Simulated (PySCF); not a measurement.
thionyl fluoride (F₂OS), SMILES FS(=O)F.

Geometry: PBE0-D3(BJ)/def2-TZVP.

Two levels are set side by side: PBE/def2-TZVPD (PySCF) and M06-2X/def2-TZVPD (PySCF). Same geometry, gas phase. Differences are taken from unrounded values.

| quantity | M06-2X |
|---|---|
| orbital gap (eV) | 10.81 |
| highest occupied level (eV) | -11.25 |
| lowest empty level (eV) | -0.44 |
| dipole moment (D) | 1.77 |
| mean polarisability (bohr³) | 26.0 |

### Question
What does PBE give, and how far is it from M06-2X? (Estimate from the structure and the level; the computed values follow.)

### Answer

```csv
quantity,PBE,PBE minus M06-2X
orbital gap (eV),5.89,-4.92
highest occupied level (eV),-8.23,3.02
lowest empty level (eV),-2.33,-1.90
dipole moment (D),1.47,-0.30
mean polarisability (bohr³),27.9,1.9
```

PBE's occupied levels lie high since its potential decays too fast outside the molecule; exact exchange lowers them and widens the gap. PBE's more diffuse valence density responds more strongly to a field. Differences between two approximate levels are no errors against the true value.

Rough cost on one machine, each run with all the roots and properties that it gave: M06-2X against PBE about 3 times.
